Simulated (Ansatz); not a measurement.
The cluster Ba2S2⁻, relaxed as a doublet with UKS r2SCAN-D4/def2-SVPD in Ansatz, starting from the GFN2-xTB geometry. Force threshold 0.02 eV/Å.

In the def2 sets Ba takes a core potential; there is no spin–orbit coupling. The highest occupied level of the charge -1 doublet lies above zero (up to 0.51 eV). By energy differences its removal costs 0.34 eV (vertical, to the charge 0 singlet, at LC-ωPBE (ω = 0.30 bohr⁻¹)/def2-TZVPD). The gap within one spin of the charge -1 doublet nearly closes, so an electron or hole may be smeared out by delocalisation error. The relaxation made no stability test and no search for a lower SCF solution. The structure comes from a short search, and lower isomers may exist.

Start:

Cartesian coordinates in Å:
```
Ba 1.4774 3.3591 -0.5117
Ba -0.4573 -1.0391 0.1584
S 0.5151 1.1546 -0.1681
S -1.5353 -3.4745 0.5214
```

```csv
step,energy (eV),largest force component (eV/Å),SCF passes
1,-23051.6913,5.793,58
2,-23053.1869,1.902,41
3,-23053.7975,1.003,37
4,-23053.9348,0.315,32
5,-23053.9407,0.431,33
6,-23053.9573,0.157,31
7,-23053.9611,0.081,30
8,-23053.9625,0.050,26
9,-23053.9654,0.151,31
10,-23053.9683,0.229,27
11,-23053.9739,0.144,28
12,-23053.9835,0.173,31
13,-23053.9913,0.252,31
14,-23054.0026,0.259,32
15,-23054.0232,0.147,32
16,-23054.0435,0.125,29
17,-23054.0721,0.103,28
18,-23054.1108,0.150,26
19,-23054.1682,0.193,28
20,-23054.2530,0.251,27
21,-23054.3769,0.347,29
22,-23054.5549,0.483,24
23,-23054.8015,0.648,26
24,-23055.1072,0.767,30
25,-23055.4277,0.737,53
26,-23055.5967,0.190,35
27 (rejected),-23055.4407,0.669,30
28,-23055.6011,0.089,27
29,-23055.6027,0.003,27
```

Force components are those of the run's own axes.

End:

```xyz
4

Ba    0.0636    1.3166   -1.5342
Ba   -0.0635   -1.3167    1.5344
S     1.0752    1.2674    1.1327
S    -1.0754   -1.2673   -1.1329
```

Bonds formed: Ba1–S4 (atoms count from 1).

No frequencies were taken in this run, so the end may be a saddle point.

Run time 3.7 min (2 threads of Intel Xeon Platinum 8259CL on a shared host).
